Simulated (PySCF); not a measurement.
# Xe²⁺: ionisation energy

Xe²⁺ [Kr] 4d10 5s2 5p4 (3P) → Xe³⁺ [Kr] 4d10 5s2 5p3 (4S), as a difference of total energies. Calculation: PySCF 2.14, in def2-SVP with the def2 core potential (28 electrons) (6s5p3d2f, 50 functions); a scalar-relativistic core potential. Correlated levels: valence: 4s2 4p6 4d10 frozen. The calculations carry no spin-orbit coupling.

Question: Order these methods by the ionisation energy they give, lowest first.
A. SCS-MP2 (valence)
B. MP2 (valence)
C. UHF
D. BP86

Answer: C (29.383 eV), B (29.990 eV), A (30.053 eV), D (30.692 eV).

The reference lies between the lowest fine-structure levels, while these numbers refer to the centres of the terms.

Errors of the correlated levels include the incompleteness of this basis and the frozen core.

For comparison: 31.05 ± 0.04 eV (semi-empirical (NIST evaluation); NIST Atomic Spectra Database, ionization energies).
